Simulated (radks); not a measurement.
Excited configurations of O6+: one electron is placed in a higher orbital outside 1s1. The ground configuration is [He]. Calculated with a radial shooting solver on a logarithmic mesh with Libxc functionals: scalar-relativistic Kohn-Sham, LDA (Slater exchange, Perdew-Wang correlation), spin-unpolarised, spherical densities, finite nucleus; Fermi nuclear charge, rms radius 2.6991 fm. Excitation = E - E(ground); binding = E(ion) - E, where the ion is the core of charge +7; n* = 7/sqrt(2 binding) in atomic units. These energies are relativistic, and a one-electron ion of charge +7 with no core already has n* below n in this formula (scalar-relativistic equation, point nucleus: 2s 1.999, 3d 3.000, 5s 4.999, 6s 5.999, 7d 7.000).

| outer orbital | excitation (eV) | binding (eV) | n* | <r> (bohr) |
|---|---|---|---|---|
| 2s | 569.39 | 174.88 | 1.953 | 0.8140 |
| 3d | 671.36 | 72.900 | 3.024 | 1.514 |
| 5s | 716.75 | 27.509 | 4.923 | 5.212 |
| 6s | 725.16 | 19.105 | 5.907 | 7.525 |
| 7d | 730.46 | 13.801 | 6.950 | 10.01 |

The Delta-SCF ionisation energy is 744.26 eV (NIST Atomic Spectra Database: 739.33 eV, theoretical). Self-interaction in the functional shifts the binding energies and quantum defects, so they are the method's values and not measured ones. Spin polarisation and multiplet splitting are left out, so open shells lie too high by an amount that depends on their filling.

Beside tabulated values, note that spin-unpolarised runs miss the spin-polarisation part of the exchange energy of open shells.
